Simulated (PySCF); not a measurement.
C₃H₇BO₂, SMILES O1CCB1CO.

Geometry: B3LYP-D3(BJ)/def2-SVP. This is a generated structure with no PubChem entry under its InChIKey; it may be hypothetical. One conformer was computed; it need not be the lowest.

Calculation: B3LYP-D3(BJ)/def2-SVP (PySCF).

Frequencies are harmonic and unscaled.

```csv
mode,ν (cm⁻¹),IR (km/mol),Raman (Å⁴/amu),depolarisation,moving atoms (share of kinetic energy)
1,96,1.0,0.2,0.72,"O 42 %, H 30 %, C 25 %"
2,146,13.2,0.3,0.75,"O 56 %, H 23 %, C 12 %, B 9 %"
3,161,0.7,0.0,–,"H 45 %, C 28 %, O 18 %, B 9 %"
4,248,111.2,1.8,0.75,"H 82 %, O 14 %"
5,335,1.1,0.1,0.51,"H 55 %, B 33 %, O 11 %"
6,404,2.8,5.3,0.28,"O 39 %, C 37 %, H 17 %"
7,641,3.8,2.9,0.46,"C 58 %, H 30 %, O 9 %"
8,672,3.9,1.2,0.58,"H 65 %, C 32 %"
9,814,3.5,1.2,0.74,"H 81 %, C 12 %"
10,836,10.0,5.2,0.53,"C 44 %, O 32 %, H 19 %"
11,956,24.7,8.3,0.25,"C 41 %, H 35 %, B 14 %, O 10 %"
12,964,40.2,4.9,0.57,"C 50 %, H 21 %, O 20 %, B 9 %"
13,968,52.1,2.5,0.35,"C 31 %, H 31 %, O 21 %, B 16 %"
14,1049,54.8,2.5,0.18,"C 38 %, B 22 %, H 22 %, O 19 %"
15,1092,66.7,3.5,0.73,"H 36 %, O 30 %, C 29 %"
16,1154,29.3,2.1,0.41,"H 47 %, C 27 %, B 20 %"
17,1166,0.8,5.1,0.75,"H 71 %, C 26 %"
18,1189,0.8,6.6,0.75,H 92 %
19,1204,33.9,8.5,0.74,"H 82 %, C 9 %"
20,1259,32.0,6.4,0.27,"H 66 %, B 16 %, C 13 %"
21,1323,101.6,6.4,0.54,"H 65 %, C 17 %, B 14 %"
22,1381,43.3,3.5,0.35,"H 52 %, B 22 %, O 14 %, C 13 %"
23,1406,54.3,9.0,0.55,"H 77 %, C 16 %"
24,1428,76.4,25.9,0.57,"H 68 %, C 16 %, B 14 %"
25,1456,19.6,14.7,0.75,"H 78 %, B 10 %, C 9 %"
26,1501,14.5,8.8,0.69,"H 80 %, C 11 %"
27,2915,52.4,144.5,0.22,H 93 %
28,3026,21.8,113.4,0.32,H 92 %
29,3053,54.6,132.5,0.13,H 95 %
30,3078,4.0,128.8,0.08,H 94 %
31,3116,14.1,101.6,0.75,"H 90 %, C 10 %"
32,3136,13.4,70.6,0.75,"H 90 %, C 10 %"
33,3810,33.2,50.5,0.20,H 94 %
```
